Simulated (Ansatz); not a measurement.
Compare A (`[SiH3]CCSS`) with its isomer B (`C[Si](C)(S)S`).

Gas-phase electronic energies from Ansatz, PBE0-D4/def2-TZVP geometries. CCSD(T)/CBS is the MP2 limit (def2-TZVPP, def2-QZVPP) plus CCSD(T) − MP2 in def2-TZVPP, frozen cores. DFT in def2-TZVPP. One conformer a species, not always the lowest.

Task: Which isomer does CCSD(T)/CBS put lower? Give the gap. (Best estimate.)

Result: Computed: B, by 260.9 kJ/mol.

Task: Give E(B) − E(A) in kJ/mol with PBE0-D4, CCSD(T)/def2-TZVPP, r2SCAN-D4, MP2/def2-TZVPP, B2PLYP, HF/def2-TZVPP, PBE-D4. (Best estimate.)

Result: Computed: PBE0-D4 -258.6, CCSD(T)/def2-TZVPP -260.3, r2SCAN-D4 -265.3, MP2/def2-TZVPP -269.0, B2PLYP -258.6, HF/def2-TZVPP -262.4, PBE-D4 -249.5. None reverses the order clearly.

Largest T1 diagnostic: 0.011.

From PBE to PBE0 (25 % exact exchange), in def2-TZVPP and without D4, E(B) − E(A) moves by −8.9 kJ/mol.
